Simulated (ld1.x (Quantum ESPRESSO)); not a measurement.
## u(r) = r·R(r): atom against pseudo-atom (tungsten)

Columns: radius, all-electron u(r) and pseudo u(r) of the 6p shell (level -13.00 eV) of tungsten in the configuration [Xe] 4f14 5d4 6s0 6p0; PBE, scalar-relativistic, PAW scheme, ld1.x (Quantum ESPRESSO) 7.5.

```json
{"r (bohr)": "0.168", "all-electron": "-0.1080", "pseudo": "0.0058"}
{"r (bohr)": "0.335", "all-electron": "0.1650", "pseudo": "0.0228"}
{"r (bohr)": "0.503", "all-electron": "0.0750", "pseudo": "0.0505"}
{"r (bohr)": "0.670", "all-electron": "-0.1430", "pseudo": "0.0872"}
{"r (bohr)": "0.838", "all-electron": "-0.2753", "pseudo": "0.1317"}
{"r (bohr)": "1.005", "all-electron": "-0.2943", "pseudo": "0.1817"}
{"r (bohr)": "1.172", "all-electron": "-0.2328", "pseudo": "0.2352"}
{"r (bohr)": "1.340", "all-electron": "-0.1257", "pseudo": "0.2907"}
{"r (bohr)": "1.508", "all-electron": "-0.0005", "pseudo": "0.3456"}
{"r (bohr)": "1.675", "all-electron": "0.1246", "pseudo": "0.3980"}
{"r (bohr)": "1.842", "all-electron": "0.2405", "pseudo": "0.4466"}
{"r (bohr)": "2.010", "all-electron": "0.3424", "pseudo": "0.4904"}
{"r (bohr)": "2.178", "all-electron": "0.4273", "pseudo": "0.5283"}
{"r (bohr)": "2.345", "all-electron": "0.4947", "pseudo": "0.5596"}
{"r (bohr)": "2.512", "all-electron": "0.5458", "pseudo": "0.5842"}
{"r (bohr)": "2.680", "all-electron": "0.5819", "pseudo": "0.6022"}
{"r (bohr)": "2.848", "all-electron": "0.6046", "pseudo": "0.6136"}
{"r (bohr)": "3.015", "all-electron": "0.6155", "pseudo": "0.6185"}
{"r (bohr)": "3.182", "all-electron": "0.6166", "pseudo": "0.6171"}
{"r (bohr)": "3.350", "all-electron": "0.6094", "pseudo": "0.6094"}
{"r (bohr)": "3.518", "all-electron": "0.5955", "pseudo": "0.5955"}
{"r (bohr)": "3.685", "all-electron": "0.5764", "pseudo": "0.5764"}
{"r (bohr)": "3.852", "all-electron": "0.5532", "pseudo": "0.5532"}
{"r (bohr)": "4.020", "all-electron": "0.5268", "pseudo": "0.5268"}
{"r (bohr)": "4.188", "all-electron": "0.4983", "pseudo": "0.4983"}
{"r (bohr)": "4.355", "all-electron": "0.4686", "pseudo": "0.4686"}
```

How many radial nodes do the two functions have?

The all-electron 6p function has n − l − 1 = 4 (the table is too coarse to show those close to the nucleus); the pseudo-wave has 0, since the states of the same l below it are removed with the core.

At about which radius was the pseudo-wave matched?

3.35 bohr. The columns agree to 0.0005 from 3.18 bohr on; several derivatives are matched, so the curves merge somewhat inside the radius.

Is the pseudo-wave norm-conserving?

No, it belongs to a PAW set: the norm inside the radius is not constrained, and the difference is carried by the augmentation charge.
